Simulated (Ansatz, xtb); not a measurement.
**C5H7NS2: which of two isomers lies lower**

Structure I: `CCc1ncsc1S`, a singlet. Structure II: `CSc1ccc(N)s1`, a singlet. Both are isolated molecules in the gas phase, relaxed with B3LYP-D3(BJ)/def2-SVP; the shapes shown needn't be the lowest conformers.

I (Å):

```xyz
15

C     1.7652   -0.4879    2.1832
C     0.9533   -0.8197    0.9253
C     0.0115    0.2854    0.5491
C    -1.7535    1.5715    0.9330
C     0.1036    1.0949   -0.5682
N    -1.0456    0.5773    1.3808
S    -1.1927    2.2713   -0.5543
S     1.3664    1.1044   -1.8021
H     1.0933   -0.2564    3.0237
H     2.4114    0.3881    2.0139
H     2.4058   -1.3351    2.4737
H     1.6221   -1.0252    0.0770
H     0.3543   -1.7285    1.1051
H    -2.6465    1.9581    1.4308
H     0.6820    0.4431   -2.7700
```

II (Å):

```tsv
atom	x (Å)	y (Å)	z (Å)
C	-0.0296	0.5204	-2.3603
C	-0.4257	-0.0808	0.3184
C	-0.9383	0.7815	1.2578
C	-1.9716	0.2197	2.0626
C	-2.2591	-1.0899	1.7289
N	-3.2480	-1.9082	2.2447
S	0.8887	0.1868	-0.8089
S	-1.2431	-1.6450	0.4202
H	-0.6576	-0.3399	-2.6324
H	0.7246	0.6818	-3.1448
H	-0.6520	1.4205	-2.2571
H	-0.5650	1.8007	1.3670
H	-2.4893	0.7565	2.8590
H	-3.0510	-2.9037	2.2414
H	-3.6292	-1.5974	3.1324
```

Estimate which is lower in electronic energy at CCSD(T)/def2-SVP + ΔMP2/def2-TZVPP, and by roughly how much.

The CCSD(T)/def2-SVP + ΔMP2/def2-TZVPP calculation puts structure I lower, by 28.7 kJ/mol.

How the difference moves with the method:

```csv
level,geometry,E(II) − E(I) (kJ/mol),departure from the last row (kJ/mol),"job, with rough time for the two"
B3LYP-D3(BJ)/def2-SVP,B3LYP-D3(BJ)/def2-SVP,+27.2,−1.5,"optimisation, 1.7 min"
HF/def2-SVP,B3LYP-D3(BJ)/def2-SVP,+30.8,+2.1,part of the CCSD(T) run
MP2/def2-SVP,B3LYP-D3(BJ)/def2-SVP,+44.8,+16.1,part of the CCSD(T) run
CCSD(T)/def2-SVP,B3LYP-D3(BJ)/def2-SVP,+49.5,+20.8,single point
CCSD(T)/def2-SVP + ΔMP2/def2-TZVPP,B3LYP-D3(BJ)/def2-SVP,+28.7,,"single point, 1.9 min"
```

As drawn, II has 1 C–S, 2 C∷C, 1 C–N, 2 N–H in place of 2 C–C, 2 C∷N, 1 C–H, 1 S–H (∷ is an aromatic bond).

The levels shown agree on the order. The largest departure from CCSD(T)/def2-SVP + ΔMP2/def2-TZVPP is that of CCSD(T)/def2-SVP, 20.8 kJ/mol. Levels run at GFN2-xTB geometries aren't shown. The last row adds to CCSD(T) the change of the MP2 difference between the two basis sets, here −20.8 kJ/mol, a large step that makes the value less sure.

With thermal terms from frequencies at re-optimised GFN2-xTB minima (ideal gas, soft modes damped towards free rotors, one conformer each, 298.15 K, 1 atm): on the last row, ΔE + ΔZPE = +30.7, ΔH = +31.5, ΔG = +30.6 kJ/mol.

The correlated steps freeze 16 core orbitals. Codes used: Ansatz 0.2.0, xtb 6.7.1; the last row on 4 threads of Arm Neoverse V1 on a shared host.
